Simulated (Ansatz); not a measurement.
Born–Oppenheimer molecular dynamics of BFH6OSi (10 atoms, charge 0, multiplicity 1). It starts at the highest image of a converged band, a first-order saddle point between two minima.

Level of theory: Ansatz, RKS PBE0-D4/6-31G*.

* ensemble: NVE (velocity Verlet)
* time step: 0.5 fs
* steps asked: 200
* starting velocities drawn for: 300 K
* seed: 3016

First frame:

```xyz
10
Properties=species:S:1:pos:R:3
B 0.317 -0.365 -0.101
F -0.501 0.390 1.098
H 1.456 -0.011 -0.035
H -0.314 -0.236 -1.116
O 0.038 -1.650 0.644
Si -0.787 -2.944 -0.051
H 0.051 -3.523 -1.129
H -1.009 -3.937 1.029
H -2.091 -2.489 -0.605
H -0.508 -0.682 1.338
```

Problem. How far do the bonds stretch over the last three quarters of this one trajectory? (Pairs bonded in most of those frames.)

Solution. 
```
  bond  mean (Å)  spread (Å)  shortest  longest
 B1–H3     1.202       0.026      1.16     1.25
 B1–H4     1.208       0.019      1.18     1.24
 B1–O5     1.372       0.029      1.32     1.43
F2–H10     0.936       0.006      0.93     0.95
O5–Si6     1.685       0.024      1.65     1.73
Si6–H7     1.488       0.006      1.48     1.50
Si6–H8     1.485       0.005      1.48     1.50
Si6–H9     1.488       0.006      1.48     1.50
```

Mean temperature of the second half: 383 K. The conserved energy stayed within 0.073 meV per atom of its start (net change 0.025 meV per atom), so the integration is sound. A run of 0.1 ps of so small a system gives no equilibrium averages. The orbitals stay closed-shell, which can raise the energy where a bond breaks towards radicals; this wasn't checked here.

Run time: 8.7 min on 1 thread of Arm Neoverse V2, on a shared host, peak memory 0.14 GiB.
